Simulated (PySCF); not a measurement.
Job for PySCF: R-B3LYP/3-21G on CH7BO (a complex), monomers drawn apart or pushed together.

```python
from pyscf import gto, scf, dft, mp
from pyscf.data.elements import chemcore

mol = gto.M(
    atom='''
    B     0.03136769   -0.00975070    0.78308685
    H    -0.32618785    1.12448595    0.61055323
    H    -0.60365351   -0.85136717    0.20429427
    H     1.22842286   -0.17276101    0.77163887
    C     0.22877922    0.56959468    4.68882716
    O    -0.45863803   -0.24135596    3.71144152
    H    -0.12746307    0.30438873    5.68283248
    H    -0.02951858    1.59746252    4.45470056
    H     1.30590508    0.42978954    4.60090626
    H    -0.31741478   -1.17858157    3.89408216
    ''',
    basis='3-21g',
    charge=0, spin=0, verbose=3, max_memory=1800)
mf = dft.RKS(mol, xc='b3lyp')
mf.conv_tol = 1e-8
mf.max_cycle = 100
mf.kernel()
if not mf.converged:
    mf = mf.newton().run(mf.mo_coeff, mf.mo_occ)
```

It printed:

```
converged SCF energy = -141.535978532541
```

The run converged.

Cost: around 0.9 core-seconds (rough).
